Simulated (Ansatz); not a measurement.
cyclo-(F2GeNMe)3 (C3H9F6Ge3N3). Total charge 0; singlet. Geometry PBE-D4/def2-SVP.

```xyz
24

Ge   -0.5804   -1.7821   -0.0356
F    -1.0904   -2.9044    1.2036
F    -0.7452   -2.7629   -1.4730
N     1.1640   -1.3004    0.1171
C     2.1937   -2.3574    0.0279
Ge    1.6936    0.4051    0.4712
F     3.2448    0.6608   -0.2919
F     2.0725    0.6485    2.1611
N     0.5363    1.6566   -0.1685
C     1.0563    3.0019   -0.4926
Ge   -1.2474    1.3589   -0.3373
F    -1.7380    1.9111   -1.9215
F    -2.2133    2.3855    0.6963
N    -1.7126   -0.3588    0.0466
C    -3.1308   -0.6283    0.3773
H     3.1579   -1.9153   -0.2913
H     2.3449   -2.8800    0.9960
H     1.9006   -3.1045   -0.7372
H     0.5149    3.4135   -1.3683
H     2.1277    2.9340   -0.7657
H     0.9498    3.7097    0.3565
H    -3.1956   -1.4967    1.0615
H    -3.7372   -0.8429   -0.5280
H    -3.5660    0.2483    0.8957
```

The 6-31G sets use Cartesian d functions. B3LYP takes the VWN-RPA correlation. Single mean-field runs in def2-TZVP are fitted with def2-universal-jkfit.

**Question.** Estimate the orbital energies around the gap (eV) in Ansatz with HF/STO-3G, HF/6-31G, B3LYP-D4/6-31G, PBE0-D4/def2-TZVP, ωB97X-V/def2-TZVP.

**Answer.** 
```json
{"orbital": "HOMO−13", "HF/STO-3G": "-11.70", "HF/6-31G": "-17.22", "B3LYP-D4/6-31G": "-11.67", "PBE0-D4/def2-TZVP": "-12.08", "ωB97X-V/def2-TZVP": "-14.65"}
{"orbital": "HOMO−12", "HF/STO-3G": "-11.70", "HF/6-31G": "-17.22", "B3LYP-D4/6-31G": "-11.56", "PBE0-D4/def2-TZVP": "-11.95", "ωB97X-V/def2-TZVP": "-14.57"}
{"orbital": "HOMO−11", "HF/STO-3G": "-11.66", "HF/6-31G": "-17.15", "B3LYP-D4/6-31G": "-11.36", "PBE0-D4/def2-TZVP": "-11.87", "ωB97X-V/def2-TZVP": "-14.45"}
{"orbital": "HOMO−10", "HF/STO-3G": "-11.64", "HF/6-31G": "-17.11", "B3LYP-D4/6-31G": "-11.30", "PBE0-D4/def2-TZVP": "-11.83", "ωB97X-V/def2-TZVP": "-14.43"}
{"orbital": "HOMO−9", "HF/STO-3G": "-11.61", "HF/6-31G": "-17.07", "B3LYP-D4/6-31G": "-11.28", "PBE0-D4/def2-TZVP": "-11.78", "ωB97X-V/def2-TZVP": "-14.35"}
{"orbital": "HOMO−8", "HF/STO-3G": "-11.23", "HF/6-31G": "-17.02", "B3LYP-D4/6-31G": "-11.20", "PBE0-D4/def2-TZVP": "-11.68", "ωB97X-V/def2-TZVP": "-14.27"}
{"orbital": "HOMO−7", "HF/STO-3G": "-11.07", "HF/6-31G": "-16.67", "B3LYP-D4/6-31G": "-11.14", "PBE0-D4/def2-TZVP": "-11.64", "ωB97X-V/def2-TZVP": "-14.22"}
{"orbital": "HOMO−6", "HF/STO-3G": "-11.05", "HF/6-31G": "-16.64", "B3LYP-D4/6-31G": "-11.14", "PBE0-D4/def2-TZVP": "-11.63", "ωB97X-V/def2-TZVP": "-14.22"}
{"orbital": "HOMO−5", "HF/STO-3G": "-10.07", "HF/6-31G": "-14.73", "B3LYP-D4/6-31G": "-10.65", "PBE0-D4/def2-TZVP": "-10.78", "ωB97X-V/def2-TZVP": "-13.20"}
{"orbital": "HOMO−4", "HF/STO-3G": "-10.03", "HF/6-31G": "-14.72", "B3LYP-D4/6-31G": "-10.63", "PBE0-D4/def2-TZVP": "-10.76", "ωB97X-V/def2-TZVP": "-13.18"}
{"orbital": "HOMO−3", "HF/STO-3G": "-10.02", "HF/6-31G": "-14.15", "B3LYP-D4/6-31G": "-10.24", "PBE0-D4/def2-TZVP": "-10.30", "ωB97X-V/def2-TZVP": "-12.70"}
{"orbital": "HOMO−2", "HF/STO-3G": "-8.46", "HF/6-31G": "-12.98", "B3LYP-D4/6-31G": "-8.78", "PBE0-D4/def2-TZVP": "-8.98", "ωB97X-V/def2-TZVP": "-11.48"}
{"orbital": "HOMO−1", "HF/STO-3G": "-8.42", "HF/6-31G": "-12.30", "B3LYP-D4/6-31G": "-8.16", "PBE0-D4/def2-TZVP": "-8.32", "ωB97X-V/def2-TZVP": "-10.76"}
{"orbital": "HOMO", "HF/STO-3G": "-8.38", "HF/6-31G": "-12.23", "B3LYP-D4/6-31G": "-8.09", "PBE0-D4/def2-TZVP": "-8.25", "ωB97X-V/def2-TZVP": "-10.68"}
{"orbital": "LUMO", "HF/STO-3G": "8.10", "HF/6-31G": "1.90", "B3LYP-D4/6-31G": "-2.27", "PBE0-D4/def2-TZVP": "-1.51", "ωB97X-V/def2-TZVP": "0.73"}
{"orbital": "LUMO+1", "HF/STO-3G": "10.06", "HF/6-31G": "3.37", "B3LYP-D4/6-31G": "-0.87", "PBE0-D4/def2-TZVP": "-0.19", "ωB97X-V/def2-TZVP": "1.98"}
{"orbital": "LUMO+2", "HF/STO-3G": "10.23", "HF/6-31G": "3.40", "B3LYP-D4/6-31G": "-0.81", "PBE0-D4/def2-TZVP": "-0.13", "ωB97X-V/def2-TZVP": "2.10"}
{"orbital": "LUMO+3", "HF/STO-3G": "11.31", "HF/6-31G": "3.42", "B3LYP-D4/6-31G": "-0.29", "PBE0-D4/def2-TZVP": "-0.12", "ωB97X-V/def2-TZVP": "2.12"}
{"orbital": "LUMO+4", "HF/STO-3G": "11.98", "HF/6-31G": "3.78", "B3LYP-D4/6-31G": "0.50", "PBE0-D4/def2-TZVP": "0.70", "ωB97X-V/def2-TZVP": "2.74"}
{"orbital": "LUMO+5", "HF/STO-3G": "12.25", "HF/6-31G": "4.71", "B3LYP-D4/6-31G": "1.01", "PBE0-D4/def2-TZVP": "1.30", "ωB97X-V/def2-TZVP": "3.40"}
```
